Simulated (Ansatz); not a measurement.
Basis-set extrapolation for CH8O3Si2 (`C[SiH](O)O[SiH2]O`) (PBE0-D4/def2-TZVP geometry, frozen core, Ansatz 0.2.0). Multiplicity 1, RHF reference.

|  | def2-TZVPP | def2-QZVPP |
| --- | --- | --- |
| HF | -845.356563 | -845.388978 |
| MP2 correlation | -1.135451 | -1.224915 |
| CCSD(T) correlation | -1.219792 | not run |

Energies in hartree. Use E(X) = E(∞) + A·exp(−7.88·√X) for Hartree–Fock and E(X) = E(∞) + B·X^(−2.97) for correlation, with X = 3 and 4, and add CCSD(T) minus MP2 of the smaller set to the MP2 limit.

**Question.** What is the CCSD(T) energy at the basis-set limit?

**Answer.** HF limit: -845.388978 + (-0.032415) × 0.13774 = -845.39344. MP2 limit: -1.224915 + (-0.089464) × 0.74074 = -1.29118. Higher-order term: -1.219792 − (-1.135451) = -0.08434. Total: -846.76896 hartree, 5.24 eV below CCSD(T)/def2-TZVPP.
